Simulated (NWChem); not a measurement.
CH4OTe; SMILES C[Te]O

```xyz
7

Te     0.3449     0.0604    -0.0235
C     -0.9354    -1.6623    -0.0043
H     -1.4635    -1.7739    -0.9593
H     -1.6469    -1.5493     0.8238
H     -0.3006    -2.5424     0.1759
O     -1.1337     1.4068     0.0963
H     -1.3716     1.6313    -0.8121
```
Atoms are numbered in this order, from 1.

Level: PBE0/def2-SVP with def2 effective core potentials on Te (NWChem), optimised geometry, unscaled harmonic frequencies. def2 effective core potentials on Te; no spin-orbit coupling.

| frequency (cm⁻¹) | IR intensity (km/mol) |
|---|---|
| 71 | 0.3 |
| 177 | 1.8 |
| 364 | 95.3 |
| 535 | 10.1 |
| 607 | 42.9 |
| 815 | 12.5 |
| 837 | 12.3 |
| 1013 | 46.9 |
| 1238 | 5.0 |
| 1418 | 8.8 |
| 1438 | 11.3 |
| 3074 | 6.6 |
| 3195 | 0.9 |
| 3214 | 0.6 |
| 3868 | 90.4 |

| Item | Value |
|---|---|
| zero-point energy | 31.2 kcal/mol |
| thermal correction to the enthalpy at 298.15 K (with zero-point energy) | 35.0 kcal/mol |
| heat capacity Cv | 15.5 cal/(mol K) |
| entropy at 298.15 K and 1 atm (symmetry number 1) | 75.1 cal/(mol K) |

Rigid rotor and harmonic oscillator; modes under 100 cm⁻¹ make the entropy uncertain.
